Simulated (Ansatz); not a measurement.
Reaction (cleavage of the Si–Si bond): `O[SiH](O)[SiH](F)F` + `O[Si](F)(F)F` → `O[SiH](O)O[Si](F)(F)F` + `F[SiH2]F`

Computed with Ansatz on PBE0-D4/def2-TZVP structures; ΔE is electronic, products minus reactants. CCSD(T)/CBS adds triple-zeta CCSD(T) − MP2 to the extrapolated MP2 energy (def2 sets, frozen cores). This one scheme is used for every species. Functionals use def2-TZVPP. Each species was taken in one conformer, which may not be the lowest.

| level | ΔE (kcal/mol) |
| --- | --- |
| PBE-D4 | -33.2 |
| PBE0-D4 | -36.2 |

**Question.** What does CCSD(T)/CBS give? (Estimate.)

**Answer.** Computed: -40.7 kcal/mol. The listed levels differ from it by 7.5, 4.5 kcal/mol.

Largest T1 diagnostic among the species: 0.012.

In def2-TZVPP, CCSD(T) changes the Hartree–Fock value by +5.2 kcal/mol (the triples alone add +0.8 kcal/mol) and MP2 by +3.8 kcal/mol. From PBE to PBE0 (25 % exact exchange), in def2-TZVPP and without D4, ΔE moves by −3.0 kcal/mol.
